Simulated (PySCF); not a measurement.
2H-1,3-oxazine (C4H5NO), SMILES C1OC=CC=N1. Heavy atoms are numbered as in [CH:1]1=[CH:2][O:3][CH2:4][N:5]=[CH:6]1. Hydrogens are named by the atom that carries them.

The structure is a stationary point at B3LYP-D3(BJ)/def2-SVP. A frequency run showed that this geometry is not a minimum. One conformer was computed; it need not be the lowest.

Calculation: PBE0/pcSseg-1 (PySCF).

GIAO shieldings, no solvent; atoms alike by connectivity are averaged. δ = σ(ref) − σ: ¹³C against TMS (σ = 186.3 ppm); ¹⁷O against H2O (σ = 334.2 ppm); ¹⁵N against NH3 (σ = 267.4 ppm); ¹H against TMS (σ = 31.56 ppm), references at their B3LYP-D3(BJ)/def2-TZVP geometries, non-relativistic.

**Question.** Estimate the chemical shifts. (An estimate is asked for; the answer gives what the named calculation found.)

**Answer.** 
```
nucleus     atoms  count  δ (ppm)
-------  --------  -----  -------
¹³C       C2 (CH)      1    163.7
¹³C       C6 (CH)      1    160.4
¹³C       C1 (CH)      1     99.1
¹³C      C4 (CH2)      1     90.1
¹⁷O            O3      1    122.0
¹⁵N            N5      1    320.9
¹H        H on C6      1     7.44
¹H        H on C2      1     6.75
¹H        H on C4      2     6.55
¹H        H on C1      1     4.62
```
